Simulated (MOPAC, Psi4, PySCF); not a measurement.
Relaxed torsion scan: SMILES [Si](C)(C)([SiH2][SiH2]Cl)C. Scanned: dihedral Si2–Si5–Si6–Cl7; all other coordinates were relaxed at GFN2-xTB. GFN2-xTB can order the conformers of Si and Ge chains otherwise than DFT does. Points at φ and −φ are mirror images. Heavy atoms are numbered in the order of the SMILES C[Si](C)(C)[SiH2][SiH2]Cl, hydrogens after them in the order of the atoms that carry them; the mirror image has the same energies with the sign of each dihedral reversed.

Computed with: PBE-D3(BJ)/def2-SVP // GFN2-xTB (Psi4); PM6, restricted, heats of formation // GFN2-xTB (MOPAC); RHF/3-21G = restricted Hartree-Fock/3-21G, density fitting // GFN2-xTB (PySCF).

Energies in kcal/mol, each method relative to its own lowest point.

```tsv
φ / °	PBE-D3(BJ)/def2-SVP	PM6	RHF/3-21G
-165	1.99	0.08	1.52
-150	2.39	0.34	1.86
-135	2.80	0.63	2.20
-120	2.97	0.81	2.28
-105	2.74	0.80	1.99
-90	2.08	0.62	1.35
-75	1.15	0.42	0.64
-60	0.40	0.27	0.16
-45	0.00	0.21	0.00
-30	0.05	0.25	0.09
-15	0.34	0.32	0.29
0	0.44	0.35	0.34
15	0.34	0.32	0.29
30	0.05	0.25	0.09
45	0.00	0.21	0.00
60	0.40	0.27	0.16
75	1.15	0.42	0.64
90	2.08	0.62	1.35
105	2.74	0.80	1.99
120	2.97	0.81	2.28
135	2.80	0.63	2.20
150	2.39	0.34	1.86
165	1.99	0.08	1.52
180	1.85	0.00	1.41
```
